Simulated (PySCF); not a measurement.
Mg(NH2)2 (H4MgN2), SMILES [NH2][Mg][NH2].

Geometry: B3LYP-D3(BJ)/def2-TZVP. Other conformers were not sampled.

Method: C-PCM-B3LYP/def2-SVP (PySCF).

The values are the electrostatic part of the solvation free energy, E(continuum) − E(gas) at the gas-phase geometry, in a cavity of scaled van der Waals radii (PySCF's table); cavitation and dispersion terms are not included. A continuum can't describe solvent molecules that bind to the metal. In vacuum the orbital gap is 4.88 eV. The dipole moment in vacuum is 0.00 D.

Computed values in water (ε = 78.36), toluene (ε = 2.37), benzene (ε = 2.27):
| solvent | ε | ΔG(elec) (kcal/mol) | dipole (D) | gap (eV) |
|---|---|---|---|---|
| water | 78.36 | -9.5 | 0.00 | 5.25 |
| toluene | 2.37 | -5.4 | 0.00 | 5.09 |
| benzene | 2.27 | -5.3 | 0.00 | 5.08 |
